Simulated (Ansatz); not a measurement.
Geometry optimisation, RHF/def2-SVP in Ansatz.

Input:

```yaml
crystal:
  periodic: [false, false, false]
  atoms:
    - { symbol: Hf, position_ang: [0.0, 0.0, 0.0] }
    - { symbol: Cl, position_ang: [0.0, 0.0, 2.52] }
    - { symbol: Cl, position_ang: [2.3764, 0.0, -0.8392] }
    - { symbol: Cl, position_ang: [-1.1869, 2.0563, -0.8392] }
    - { symbol: Cl, position_ang: [-1.1869, -2.0563, -0.8392] }
basis:
  gaussian: { orbitals: def2-SVP }
hamiltonian:
  xc: hf
relax:
  f_tol: 0.02
  max_steps: 40
output:
  orbitals: {}
```

Command:

```bash
$ ansatz run input.yaml --threads 1 --pin off --max-ram 2048MiB --backend cpu --events-out ev --progress --plain --runs-dir out
```

Problem. Where does it end, and by what steps?

Solution. The forces met the threshold. After 3 steps the energy has fallen by 0.887 eV; Cl3 moved furthest, 0.17 Å.

```
step  energy less start (eV)  largest force component (eV/Å)  accepted
   0                  0.0000                           2.435       yes
   1                 -0.8542                           0.586       yes
   2                 -0.8872                           0.022       yes
   3                 -0.8873                           0.000       yes
```

```xyz
5
Properties=species:S:1:pos:R:3
Hf 0.001 0.000 0.000
Cl 0.000 0.000 2.354
Cl 2.219 0.000 -0.784
Cl -1.109 1.921 -0.784
Cl -1.109 -1.921 -0.784
```

Whether the end is a true minimum wasn't checked by a vibrational analysis.

The run took 15 s on 1 thread of Intel(R) Xeon(R) Platinum 8488C (Sapphire Rapids) (shared host), peak memory 0.24 GiB.
